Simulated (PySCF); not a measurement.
Input for PySCF: R-HF/3-21G on AlH3S (SMILES [AlH2][SH]), a point of a torsion scan.

```python
from pyscf import gto, scf, dft, mp
from pyscf.data.elements import chemcore

mol = gto.M(
    atom='''
    Al   -0.60747892   -0.05437664    0.07180227
    S     1.49293407   -0.54768485    0.39836970
    H    -1.60677400   -1.20335739   -0.14763920
    H    -1.16023470    1.37889737    0.03983700
    H     1.13043815   -1.70141924    0.96160794
    ''',
    basis='3-21g',
    charge=0, spin=0, verbose=3, max_memory=1800)
mf = scf.RHF(mol)
mf.conv_tol = 1e-8
mf.max_cycle = 100
mf.kernel()
if not mf.converged:
    mf = mf.newton().run(mf.mo_coeff, mf.mo_occ)
```

It printed:

```
converged SCF energy = -637.898809109506
```

Self-consistency was reached.

Cost: around 0.18 core-seconds (rough).
